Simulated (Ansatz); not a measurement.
The first iterations of a band of CH5FSi2Zn (10 atoms, charge 0, multiplicity 1).

These are results of RKS PBE0-D4/def2-SVP (Ansatz 0.2.0), not measurements.

```
movable images  : 9
climbing image  : yes
spring          : 5.0 eV/Å²
optimiser       : quadratic models (default)
start path      : through a guess of the saddle point
force threshold : 0.05 eV/Å
iteration limit : 45
end points      : relaxed
```

Initial state:

```xyz
10
Properties=species:S:1:pos:R:3
F -1.988 0.858 0.174
Si -0.350 0.711 0.154
Si 0.081 -1.277 1.362
C 0.257 0.975 -1.670
Zn 0.513 2.704 -0.685
H -0.396 -1.164 2.776
H 1.562 -1.494 1.375
H -0.567 -2.469 0.724
H 1.301 0.594 -1.724
H -0.329 0.510 -2.482
```

Final state:

```xyz
10
Properties=species:S:1:pos:R:3
F -2.041 0.960 -0.124
Si -0.548 0.371 -0.413
Si 0.148 -1.071 1.271
C 0.116 0.408 -1.985
Zn 0.635 2.409 1.313
H -0.320 -0.538 2.586
H 1.642 -1.061 1.236
H -0.353 -2.467 1.087
H 1.101 -0.042 -2.145
H -0.296 0.979 -2.822
```

| iteration | highest image above the first end (eV) | largest band force component (eV/Å) |
| --- | --- | --- |
| 1 | 2.358 | 6.677 |
| 2 | 0.819 | 3.179 |
| 3 | 0.389 | 2.067 |
| 4 | 0.246 | 1.450 |
| 5 | 0.141 | 0.746 |

Q: Does the band converge within its limit, and where does its top end?

A: The run converged. It ended after 15 iterations with the highest image 0.109 eV above the first end. A vibrational analysis at the climbing image gives one clearly imaginary mode, 211i cm⁻¹: a first-order saddle point. The orbitals stay closed-shell, which can raise the energy where a bond breaks towards radicals; this wasn't checked here.

The run took 18 min on 2 threads of Arm Neoverse N1, on a shared host, peak memory 0.37 GiB.
